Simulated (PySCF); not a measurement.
Tantalum: a sound run and one with changed settings

Sound run: Ta [Xe] 4f14 5d3 6s2, Ta⁺ [Xe] 4f14 5d3 6s1. Calculation: PySCF 2.14, in def2-SVP with the def2 core potential (60 electrons) (6s3p2d1f, 32 functions); scalar relativity through the core potential. The sound run starts from symmetry-adapted Hartree-Fock orbitals and uses a fine grid where one is needed.

Changed run: radial step 0.3 in ln r (0.13 in the sound run). This setting is unsound on purpose.

```csv
species,method,sound run (hartree),changed run (hartree),converged
Ta,UHF,-56.28581,-56.28581,yes
Ta,TPSS,-56.82844,-56.82944,yes
Ta,MN15,-56.76912,-56.75740,yes
Ta⁺,UHF,-56.07522,-56.07522,yes
Ta⁺,TPSS,-56.56775,-56.56914,yes
Ta⁺,MN15,-56.48601,-56.47663,yes
```

Ionisation energy of Ta:

```tsv
method	sound run (eV)	changed run (eV)
UHF	5.730	5.730
TPSS	7.094	7.083
MN15	7.704	7.640
```

A coarse radial grid mis-integrates the density and the exchange-correlation energy, with errors of either sign; Hartree-Fock needs no grid.

For comparison, NIST gives 7.550 eV between the lowest levels.
